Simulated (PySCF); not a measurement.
# One molecule, several mistakes: AlCGeH7N cation

All numbers below are calculated, not measured. They come from PySCF 2.14.0, an open-source quantum chemistry program, on an isolated molecule that a program drew, which may never have been made. The molecule is AlCGeH7N cation (charge +1, singlet), drawn as the SMILES string `[CH3][GeH+][NH][AlH2]`.

Each row is a Hartree-Fock (HF) and frozen-core CCSD(T) single point in the cc-pV(D+d)Z basis, meant for a local HF minimum. Run 1 is clean. Each other run has one planted mistake out of seven kinds, and not every kind appears here: one electron removed, one electron added, multiplicity raised by two, geometry at a saddle point, minimal basis STO-3G, one bond length entered in bohr, all coordinates scaled. The reference is restricted for singlets and unrestricted otherwise, and also for a bond in bohr. Adding or removing an electron swaps singlet and doublet. Electrons count all cores. HOMO and LUMO are orbital energies over both spins, the gradient is its largest component, and the lowest frequency (negative if imaginary) is given only where the gradient is small. Bond lengths are over the 10 bonds as drawn. T1 is the CCSD diagnostic: over 0.02 (restricted) or 0.045 (unrestricted) a single reference is doubtful. Germanium has the cc-pVDZ-PP basis, with a core potential (ECP10MDF) in place of its 10 inner electrons, and its 3s, 3p and 3d shells are frozen in CCSD(T).

Geometry of the clean run:
```xyz
11
AlCGeH7N cation, angstrom
C    -2.1185   -1.4234   -0.9706
Ge   -1.1871   -0.2078    0.1873
N    -1.5739    1.4889    0.2856
Al   -0.8060    2.8283    1.3289
H    -2.8945   -0.9039   -1.5297
H    -2.5584   -2.2158   -0.3616
H    -1.3969   -1.8733   -1.6554
H    -0.0565   -0.6516    1.0877
H    -2.3313    1.7702   -0.3217
H     0.3489    2.2674    2.2194
H    -1.4237    4.2459    1.1471
```

```
run,electrons,basis functions,<S^2>,HOMO (eV),LUMO (eV),gradient (hartree/bohr),lowest frequency (cm^-1),mean bond (Å),longest bond (Å),T1,HF (hartree),CCSD(T) (hartree),mistake
1,64,109,0.000,-15.82,-3.80,2.9e-05,68,1.4441,1.920,0.0151,-631.49364,-632.01767,no fault
2,65,109,0.767,-5.34,1.75,7.7e-02,-,1.4441,1.920,0.0199,-631.66074,-632.19901,one electron added
3,64,109,2.030,-9.44,-7.40,7.6e-02,-,1.4441,1.920,0.0625,-631.27777,-631.80707,multiplicity raised by two
4,64,109,0.000,-15.94,-3.73,1.6e-02,-,1.4137,1.880,0.0140,-631.48888,-632.00828,all coordinates scaled
5,63,109,0.843,-21.32,-13.52,6.3e-02,-,1.4441,1.920,0.0213,-630.95559,-631.45465,one electron removed
6,64,109,0.706,-15.85,-4.45,1.8e-02,-,1.5412,2.063,0.0574,-631.36250,-631.88487,?
```

**Which mistake was planted in run 6, and what did it cost?**

The mean bond changes by a factor of 1.067 and the longest by 1.074, so the molecule wasn't scaled as a whole. A length L in bohr read as angstrom grows by (1/0.5292 - 1) L = 0.890 L. The 10 bonds together grew by 10 x 0.0971 = 0.971 Å, which gives L = 1.091 Å. That is the length of one of the C-H bonds, 1.092 Å in the clean geometry. So the mistake is: one bond length entered in bohr. Subtracting run 1 and multiplying by 627.51 kcal/mol a hartree, the energy moved by 82.3 kcal/mol in HF and 83.3 kcal/mol in CCSD(T).

Cautions from the logs. Run 3: T1 is over the limit, so its CCSD(T) energy is less reliable; run 6: T1 is over the limit, so its CCSD(T) energy is less reliable.
